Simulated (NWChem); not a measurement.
# CH$_{5}$FSi; SMILES FC[SiH3]

```xyz
8

F     -0.3848     1.6099     0.0000
C      0.6318     0.6556     0.0000
Si    -0.1345    -1.0973     0.0000
H      1.2779     0.8043    -0.8960
H      1.2779     0.8043     0.8960
H     -0.9851    -1.2753     1.2247
H     -0.9851    -1.2753    -1.2247
H      0.9712    -2.1192     0.0000
```
Atoms are numbered in this order, from 1.

All runs: NWChem. Pople sets run with spherical d functions. The geometry was optimised at PBE-D3(BJ)/def2-SVP. B3LYP is NWChem's, with the RPA form of VWN correlation. Vertical excitations in the gas phase; the lowest state need not have the same character in each row.

```
level                          lowest excitation, singlet (eV)  oscillator strength of that lowest state  lowest triplet (eV)  orbital gap (eV)
-----------------------------  -------------------------------  ----------------------------------------  -------------------  ----------------
PBE/6-31+G*, full TDDFT                                   6.70                                     0.039                 6.39              6.59
B3LYP/6-31+G*, full TDDFT                                 7.35                                     0.055                 7.00              8.26
PBE0/6-31+G*, full TDDFT                                  7.56                                     0.064                 7.09              8.73
BHandHLYP/6-31+G*, full TDDFT                             8.14                                     0.074                 7.56             10.60
```
